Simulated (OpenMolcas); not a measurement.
Levels of neutral aluminium by method

```
Program             : OpenMolcas 26.06
Basis               : ANO-RCC-VTZP [5s4p2d1f]
Scalar Hamiltonian  : DKH2, point nucleus
Active space        : 3 electrons in 4 orbitals (3s 3p)
State averaging     : 2S+1 = 4 odd, 1 root (0 in the spin-orbit step); 2S+1 = 2 odd, 3 roots kept (CI in the orbitals of an earlier block); 2S+1 = 4 even, 3 roots; 2S+1 = 2 even, 5 roots kept (CI in the orbitals of an earlier block)
Spin-orbit coupling : RASSI with atomic mean-field integrals over the reference wave functions, term energies averaged over their components
```

Methods on the same reference wave functions:
A. CASSCF
B. SS-CASPT2, IPEA 0.25 Eh, imaginary shift 0.1 Eh (closed shells correlated: 2s 2p)

Energies in cm-1 above 3s2 3p 2P* 1/2, the measured ground level; measured values from NIST Handbook of Basic Atomic Spectroscopic Data.

```
         Level      A      B  Measured
3s2 3p 2P* 1/2    0.0    0.0       0.0
3s2 3p 2P* 3/2    105    105       112
 3s 3p2 4P 1/2  22645  26820     29020
 3s 3p2 4P 3/2  22682  26857     29067
 3s 3p2 4P 5/2  22744  26919     29143
 3s 3p2 2D 3/2  45317  40709          
 3s 3p2 2D 5/2  45317  40709
```

Deviations, from unrounded energies. A percentage is the sum of absolute deviations over the sum of measured energies, with the sign that they share, or ± where signs differ.

```
                  Against measurement  Levels      A     B
       mean absolute deviation (cm-1)       4   4800  1700
fine structure of the ground term (%)       1   -6.5  -6.5
             other configurations (%)       3  -22.0  -7.6
```

B lies closest to measurement on these levels. The largest miss of B in the table is 3s 3p2 4P 5/2, by -2200 cm-1. The ranking rests on the paired levels alone, and a cruder setting can come out closer through cancelling errors.

The lowest spin-free term lies below A's lowest term by 0.236 hartree in B.

Over all roots computed the reference weight is 0.92 to 0.98 in B; the roots of lowest weight are the least certain, and an intruder state may touch them. Terms from blocks run as CI alone lack orbitals of their own. Terms of s pⁿ other than that of highest spin mix with s² pⁿ⁻² d, which this space lacks; all of them can be thousands of cm-1 off, and some have no real level of that name. Without dynamic correlation excited terms often stand tens of per cent too high (terms of higher spin than the ground term too low), and those without a measured partner can miss by more than the paired ones (holds for A). Measured partners are found by configuration, term and J. A level has none where our copy of the source lacks it or the pairing is in doubt (some pairs that miss far off the trend of their configuration count as doubtful), and it then counts in no deviation. Only configurations of the active space appear.

* marks odd parity.
